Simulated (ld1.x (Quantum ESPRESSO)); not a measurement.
# Ranking TM potentials for Mg

All share these settings but for the change named:

- Element: Mg
- Generator: ld1.x (Quantum ESPRESSO) 7.5
- Type: norm-conserving Troullier–Martins (Kleinman–Bylander form)
- Functional: BLYP
- Relativity: scalar-relativistic
- Frozen core: [Ne]
- Valence charge: 2
- Reference configuration: 3s1.5 3p0.5
- Partial waves: 3s (bound): rc 2.30 bohr; 3p (bound): rc 2.85 bohr
- Local potential: all-electron potential smoothed inside 2.30 bohr (lloc = -1)
- Core correction: Bessel-smoothed model core, default radius (core density twice the valence density)

Test errors are all-electron minus pseudo excitation energies from the reference, over 3s2 3p0; 3s1 3p0; 3s1.5 3p0; 3s1 3p1; 3s0 3p2; 3s0 3p1. None of these files shows a bound ghost.

The base gives 5.4 meV.

Of 10 variants that were run, those that failed, showed a ghost or another fault, or gave nearly equal values are left out.

A variant can come out equal or close to the base, since the largest error may sit in a test that the change hardly touches while other tests move.

(1) Rank these variants by their largest absolute test error, smallest first.
A. wave 3s (bound): rc 2.30 bohr becomes 3s (bound): rc 3.42 bohr
B. wave 3s (bound): rc 2.30 bohr becomes 3s (bound): rc 1.66 bohr
C. wave 3s (bound): rc 2.30 bohr becomes 3s (bound): rc 2.36 bohr
D. wave 3s (bound): rc 2.30 bohr becomes 3s (bound): rc 1.54 bohr
E. wave 3s (bound): rc 2.30 bohr becomes 3s (bound): rc 2.10 bohr

Answers

(1) E (4.5 meV), C (6.0 meV), B (8.3 meV), D (10.8 meV), A (60.6 meV).
